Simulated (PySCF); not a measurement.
Run record: geometry optimisation, `B[PH][SnH3]`.

Computed with PBE0-D3(BJ)/def2-SVP geometry optimisation, gas phase, def2 core potentials past Kr (PySCF 2.14.0). Start geometry: GFN2-xTB. A driver script takes a list of jobs; this job's settings line and coordinates (Å) are shown.

Input:
```
{"job": {"xc": "PBE0", "basis": "def2-SVP", "d3": "d3bj", "grid": 1, "maxiter": 30, "shake": 0.01, "kind": "geom"}, "charge": 0, "multiplicity": 1}
B      1.877940    -0.440710    -0.064580
P      0.748670     0.852890     0.664180
Sn    -1.491960     0.246790    -0.215860
H      2.649780    -0.987670     0.602820
H      1.870220    -0.558360    -1.239630
H      0.582350     0.410750     1.957200
H     -2.033540    -1.321950     0.032240
H     -1.537230     0.519490    -1.861370
H     -2.608430     1.261630     0.518520
```

**Question.** What does the run print?

**Answer.** 
```
step   0  E = -583.77439297  max force = 0.021845
step   1  E = -583.77842546  max force = 0.009123
step   2  E = -583.77940639  max force = 0.001978
step   3  E = -583.77946709  max force = 0.000358
step   4  E = -583.77947786  max force = 0.000222
optimisation converged
```

Energies in Eh; «max force» is the largest Cartesian gradient component in Eh/bohr.

**Question.** How much energy does the optimisation release, in eV?

**Answer.** E(step 0) − E(last step) = 0.005085 Eh, which is 0.138 eV.

**Question.** Give the first gradient maximum in eV/Å.

**Answer.** With 1 Eh/bohr = 51.422 eV/Å, 1.123 eV/Å.

Main results: final energy -583.77948 Eh after 4 steps; dipole 1.26 D.

**Question.** How long does this job take on one thread, Arm Neoverse V2 (aarch64) (shared host)? And the peak memory of the process?

**Answer.** About 13 s, with 0.37 GiB resident at the peak, the Python interpreter and its libraries included.
Labels such as C1 count atoms from 1, the log's own numbers from 0.
